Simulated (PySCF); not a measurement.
# Ionising TlSb

UHF; PySCF, scalar-relativistic core potentials, basis sets Tl def2-SVP with ECP60, Sb def2-SVP with ECP28. Neutral (UHF): triplet (π ↑↑), Re = 3.077 Å, ωe = 114 cm⁻¹, De = 0.52 eV, HOMO -6.16 eV, LUMO 0.10 eV.

TlSb⁺ (UHF): quartet (σ ↑, π ↑↑), Re = 3.771 Å, ωe = 37.1 cm⁻¹. The energies at the minima are -410.80603 hartree for TlSb and -410.60899 for TlSb⁺.

(1) Work out the adiabatic ionisation energy, without and with harmonic zero-point energies (1 hartree = 27.2114 eV, 1 eV = 8065.5 cm⁻¹), and the change of the bond length.

Spin–orbit coupling is left out, which matters for elements this heavy, above all for dissociation energies. Hartree–Fock leaves out correlation, which carries a large part of most bond energies and some tenths to 1 eV of ionisation energies. States were picked by a PBE0 search and need not be the measured ground states.

## Answers

(1) At UHF: 0.19704 hartree = 5.362 eV between the minima; the zero-point term (37.1 − 114.0)/2 cm⁻¹ = -0.005 eV makes it 5.357 eV. Re changes by +69.4 pm against the neutral. The electron leaves a σ orbital, and the ion is left as a loose complex of an ion and an atom.
